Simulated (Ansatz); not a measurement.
A CCSD(T) single point on `C[SiH2]S[SiH2]F`.

```yaml
crystal:
  periodic: [false, false, false]
  atoms:
    - {symbol: C, position_ang: [-1.203004, 1.374232, 0.764791]}
    - {symbol: Si, position_ang: [0.447117, 0.538249, 0.973209]}
    - {symbol: S, position_ang: [1.474102, 0.363218, -0.914106]}
    - {symbol: Si, position_ang: [0.646218, -1.481477, -1.516174]}
    - {symbol: F, position_ang: [1.400517, -2.714903, -0.837075]}
    - {symbol: H, position_ang: [-1.698316, 1.483537, 1.733505]}
    - {symbol: H, position_ang: [-1.078480, 2.366217, 0.325824]}
    - {symbol: H, position_ang: [-1.852603, 0.788647, 0.110858]}
    - {symbol: H, position_ang: [1.348675, 1.337780, 1.839656]}
    - {symbol: H, position_ang: [0.284735, -0.820995, 1.551458]}
    - {symbol: H, position_ang: [0.825315, -1.597464, -2.979259]}
    - {symbol: H, position_ang: [-0.776377, -1.582139, -1.113287]}
basis:
  gaussian: {orbitals: def2-TZVPP}
correlation: {method: ccsd_t}
```

```sh
$ ansatz run in.yaml --threads 4 --pin off --events-out ev --progress --plain --max-ram 10444MiB
```

Output of Ansatz, abridged:

```
Functional definition: HF
1650 factors; integrals over basis functions are off by at most 1.1e-3 eV
mean field evaluation 1: about -30391.6354 eV, gradient 3.7e1 eV
mean field evaluation 2: about -30391.9536 eV, gradient 3.7e1 eV
mean field evaluation 4: about -30395.3652 eV, gradient 4.0e0 eV
mean field evaluation 8: about -30395.4306 eV, gradient 2.5e-1 eV
mean field evaluation 16: about -30395.4310 eV, gradient 2.7e-6 eV
mean field -30395.43098027 eV, -1117.0114857618 hartree, gradient 2.7e-6 eV, S^2 0.000000; 0 other end points of the search recorded, 0 dependent functions left out
17 core orbitals not correlated: weight in the atoms' cores, before any rotation towards them, 1.000 or more for the frozen orbitals, at most 0.000 for the correlated occupied ones
reference -30395.43098027 eV, -1117.0114857618 hartree; 16, 16 occupied and 253, 253 virtual orbitals, 1650 factors
second order -23.19442228 eV of doubles, -0.00000000 eV of singles
cycle   1  -24.09467545 eV  change   -9.0e-1 eV  update   1.0e-1
cycle   2  -24.67840286 eV  change   -5.8e-1 eV  update   3.1e-2
cycle   3  -24.79763831 eV  change   -1.2e-1 eV  update   1.5e-2
cycle   4  -24.78866370 eV  change    9.0e-3 eV  update   3.4e-3
cycle   5  -24.78613759 eV  change    2.5e-3 eV  update   1.4e-3
cycle   6  -24.78641534 eV  change   -2.8e-4 eV  update   4.3e-4
cycle   7  -24.78620798 eV  change    2.1e-4 eV  update   1.5e-4
cycle   8  -24.78616857 eV  change    3.9e-5 eV  update   5.0e-5
cycle   9  -24.78619338 eV  change   -2.5e-5 eV  update   2.0e-5
perturbative correction -0.92033155 eV, -0.0338215607 hartree
Total energy: -30421.13750520 eV, -1117.9561831284 hartree
```

Hardware: 4 threads of an Arm Neoverse V1 on a shared host. Wall time 4.9 min, peak host memory 8 GiB.

The correlation energy is -25.707 eV, 3.6 % of it from (T); the T1 diagnostic reads 0.0112.
